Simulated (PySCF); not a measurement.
C₆H₁₃NOSi.
Atom-mapped SMILES: `[CH3:1][CH:2]([CH3:3])[NH:4][Si@@H:5]1[CH:6]=[CH:7][CH2:8][O:9]1`

Definitions: NICS(0) = −σiso at the ring centroid; NICS(1) = −σiso and NICS(1)zz = −σzz at ±1 Å along the ring normal z. Level: GIAO PBE0/pcSseg-1 (PySCF, non-relativistic, gas phase) on the GFN2-xTB geometry, one conformer.

Ring bond lengths (Å), with Mayer bond orders in brackets: Si5–C6 1.888 (0.84), C6–C7 1.326 (1.89), C7–C8 1.498 (1.04), C8–O9 1.396 (0.92), O9–Si5 1.640 (0.99).

Problem. What do the NICS probes read (ppm)?

Solution. 
| ring | type | NICS(0) | NICS(1), two faces | NICS(1)zz, two faces | rms pucker (Å) | centre to ring atoms, mean (Å) |
| --- | --- | --- | --- | --- | --- | --- |
| Si5–C6–C7–C8–O9 | 5-membered ring with O and Si; formal bonds 1 double, 4 single | -4.1 | -3.6 / -3.2 | -4.8 / -5.8 | 0.04 | 1.31 |

Problem. What do they say, and how far can they be read as aromaticity?

Solution. 
- Si5–C6–C7–C8–O9: mean NICS(1)zz -5.3 ppm, shielded. Si5, C8 have four or more neighbours, and the NICS criterion for π rings isn't applied.

Problem. List the ring angles and the Hirshfeld charges of the ring atoms.

Solution. 
- Si5–C6–C7–C8–O9: Si5 92.4° (+0.420 e), C6 106.9° (-0.166 e), C7 115.4° (-0.043 e), C8 110.2° (+0.002 e), O9 114.4° (-0.236 e); sum 539.2° against 540° for a flat convex ring.

Problem. What are the shieldings of the ring atoms and their hydrogens in the same run (means over atoms taken as equivalent)?

Solution. 
| atoms | environment | σ isotropic (ppm) |
| --- | --- | --- |
| Si5 | oxygen-bound silicon | 355.0 |
| C6 | alkene CH carbon | 52.2 |
| C7 | alkene CH carbon | 27.3 |
| C8 | sp3 carbon bound to oxygen | 112.2 |
| O9 | silyl ether oxygen | 294.9 |
| H on Si5 | Si–H hydrogen | 26.33 |
| H on C6 | vinylic hydrogen | 25.48 |
| H on C7 | vinylic hydrogen | 24.49 |
| H on C8 | methylene hydrogen | 27.01 |
| H on C8 | methylene hydrogen | 26.99 |

On one thread of an Arm Neoverse N1, shared host with 64 logical CPUs at a one-minute load of 60, this took 85 s and 1.0 GiB of memory at its peak. This is the whole shielding run at PBE0/pcSseg-1, SCF included.

Shape of the structure used: `[CH3:1][CH:2]([CH3:3])[NH:4][Si@@H:5]1[CH:6]=[CH:7][CH2:8][O:9]1`: C1–C2–N4–Si5 88°, C2–N4–Si5–C6 -91°.
